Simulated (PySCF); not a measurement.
A structure optimised at PBE-D3(BJ)/def2-SVP, used in a PySCF frequency run:

```
Si
F 1 1.6275
F 1 1.6275 2 107.22
H 1 1.4944 2 108.86 3 -117.61
C 1 1.8901 4 112.28 2 121.71
F 5 1.3885 1 111.34 4 180.00
H 5 1.1161 6 109.81 1 121.56
H 5 1.1161 7 106.57 6 -118.89
```

Question: Write its SMILES, formula and point group.

Answer: FC[SiH](F)F, CH₃F₃Si, Cs

Question: What are its rotational constants (standard atomic weights)?

Answer: 5.2504, 2.8269, 2.3375 GHz
